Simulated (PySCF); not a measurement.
SMILES O1C=C(C#N)CC1=O, C5H3NO2

Molfile (atoms numbered from 1):
```
C5H3NO2
     RDKit          3D

 11 11  0  0  0  0  0  0  0  0999 V2000
    3.0779   -0.1295    0.9709 N   0  0  0  0  0  0  0  0  0  0  0  0
    2.0171   -0.0013    0.5555 C   0  0  0  0  0  0  0  0  0  0  0  0
    0.7099    0.1302    0.0687 C   0  0  0  0  0  0  0  0  0  0  0  0
    0.2661    0.9811   -0.8692 C   0  0  0  0  0  0  0  0  0  0  0  0
   -1.0616    0.8589   -1.1199 O   0  0  0  0  0  0  0  0  0  0  0  0
   -1.5844   -0.1243   -0.3212 C   0  0  0  0  0  0  0  0  0  0  0  0
   -2.7339   -0.4315   -0.3429 O   0  0  0  0  0  0  0  0  0  0  0  0
   -0.4591   -0.6883    0.5304 C   0  0  0  0  0  0  0  0  0  0  0  0
    0.7909    1.7270   -1.4371 H   0  0  0  0  0  0  0  0  0  0  0  0
   -0.6810   -0.5618    1.5921 H   0  0  0  0  0  0  0  0  0  0  0  0
   -0.3364   -1.7577    0.3468 H   0  0  0  0  0  0  0  0  0  0  0  0
  1  2  3  0
  2  3  1  0
  3  4  2  0
  4  5  1  0
  5  6  1  0
  6  7  2  0
  6  8  1  0
  8  3  1  0
  4  9  1  0
  8 10  1  0
  8 11  1  0
M  END
```

Level of theory: GIAO KT3/pcSseg-1 magnetisability, rotational g tensor and spin-rotation constants, non-relativistic, gas phase in PySCF. Geometry: GFN2-xTB.

(1) Give the nuclear spin-rotation constants along the inertial axes (H = +C I·J) beside the isotropic shieldings.

(2) How do the rotational constants and the g tensor change when H9, H10, H11 are replaced by deuterium?

Results:

(1) Rotational constants 7.0640, 1.3146, 1.1160 GHz. A star marks the isotopologue with that one atom substituted, in its own axes.
```csv
atom,isotope,Caa (kHz),Cbb (kHz),Ccc (kHz),mean (kHz),σ (ppm)
N1,14N,0.396,0.268,0.250,0.304,-39.3
H9,1H,-0.498,0.104,-0.133,-0.176,24.4
H10,1H,-0.794,-0.059,-0.027,-0.293,28.6
H11,1H,-0.794,-0.058,-0.027,-0.293,28.6
C2,13C*,0.128,0.530,0.459,0.372,78.8
C3,13C*,2.642,0.319,0.166,1.042,94.5
C4,13C*,3.213,0.477,0.241,1.310,33.2
O5,17O*,-3.084,-0.362,-0.171,-1.206,42.8
C6,13C*,2.064,0.658,0.336,1.019,20.5
O7,17O*,-3.827,-0.759,-0.079,-1.555,-89.2
C8,13C*,1.073,0.259,0.186,0.506,148.6
```
For the geometry as given, no vibrational averaging.

(2) Constants 6.0301, 1.3083, 1.0895 GHz; g -0.0599, -0.0335, -0.0192, against -0.0700, -0.0337, -0.0197 before.
